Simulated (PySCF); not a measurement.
**Ho(SH)3 at several levels of theory**

Computed with PySCF 2.14.0 (density fitting, no spin-orbit coupling) at the geometry relaxed with PBE0:

```xyz
7
Ho(SH)3 (singlet in the valence; each metal's 4f electrons, 10 of them, lie in its core potential, out of spins and levels)
Ho    0.0000    0.0000    0.9128
S     2.5299    0.4175    0.9216
H     2.8470   -0.9000    0.9361
S    -1.6265    1.9822    0.9216
H    -0.6441    2.9156    0.9361
S    -0.9034   -2.3997    0.9216
H    -2.2030   -2.0156    0.9361
```

```
level                                                 basis    state  HOMO (eV)  gap (eV)  charge on Ho1 (e)  population of f-type functions on Ho1 (polarisation alone where 4f lies in the core)  dipole about the centre of mass (D)  largest force component (eV/Å)
 PBE0     Ho lcecp-1-SVP with ECP56, S def2-SVP, H def2-SVP  singlet      -7.47      5.03               0.82                                                                                  0.03                                 0.03                            0.01
M06-L                                              the same  singlet      -6.45      4.24               1.03                                                                                  0.03                                 0.03                            0.22
 PBE0  Ho lcecp-1-TZVP with ECP56, S def2-TZVP, H def2-TZVP  singlet      -7.53      5.09               1.25                                                                                  0.04                                 0.03                            0.22
```

In the lcecp rows the 4f levels are missing from HOMO and gap, and the state counts the valence alone.

Charges are Mulliken's, which hang on the basis. The relaxation used the grid (50, 194), these runs (75, 302) or, all-electron (x2c bases, spin-free X2C Hamiltonian), (99, 590).

Task: What does wB97X with Ho lcecp-1-SVP with ECP56, S def2-SVP, H def2-SVP give here?

Result: state singlet, HOMO (eV) -9.83, gap (eV) 9.09, charge on Ho1 (e) 0.83, population of f-type functions on Ho1 (polarisation alone where 4f lies in the core) 0.03, dipole about the centre of mass (D) 0.03, largest force component (eV/Å) 0.13. Time: 6.5 s on 2 threads of Arm Neoverse V2, with other jobs on the host, from an already converged density.

In the first row's basis the gap widens with exact exchange: 4.2 eV for M06-L (none); 5.0 eV for PBE0 (a fixed share); 9.1 eV for wB97X (rising or full at long range).

An lcecp potential fixes the number of 4f electrons, so in runs with it no electron can move into or out of that shell.
